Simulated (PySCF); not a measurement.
PBE0 on In- (indium, charge -1), [Kr] 4d10 5s2 5p2, high-spin 3P determinant. All numbers are calculated (PySCF 2.14, no relativity, point nucleus, in dyall-av2z (22s16p12d, 130 functions)).

```
cycle= 1 E= -5742.26964105188  delta_E= -0.0194  |g|= 0.0226  |ddm|= 0.262
cycle= 2 E= -5742.26979491358  delta_E= -0.000154  |g|= 0.022  |ddm|= 0.0842
cycle= 3 E= -5742.26995060729  delta_E= -0.000156  |g|= 0.00649  |ddm|= 0.0324
cycle= 4 E= -5742.26995464487  delta_E= -4.04e-06  |g|= 0.00146  |ddm|= 0.00737
cycle= 5 E= -5742.26995620507  delta_E= -1.56e-06  |g|= 0.000157  |ddm|= 0.00415
cycle= 6 E= -5742.26995623733  delta_E= -3.23e-08  |g|= 1.83e-05  |ddm|= 0.00102
cycle= 7 E= -5742.2699562378  delta_E= -4.69e-10  |g|= 3.34e-06  |ddm|= 7.85e-05
converged SCF energy = -5742.2699562378  <S^2> = 2.003612  2S+1 = 3.002407
```

Highest occupied orbital energy: 0.717 eV; ⟨L²⟩ = 2.01; populations by l: s 10.00, p 20.00, d 20.00.

Problem. Can this result be used?

Solution. With care. Self-consistency was reached. A non-relativistic calculation at this Z misses sizeable relativistic shifts. At PBE0 the highest occupied level has a positive energy, so only the finite basis holds that electron; in a semilocal or global hybrid functional this comes from self-interaction and does not mean that the real anion is unbound.
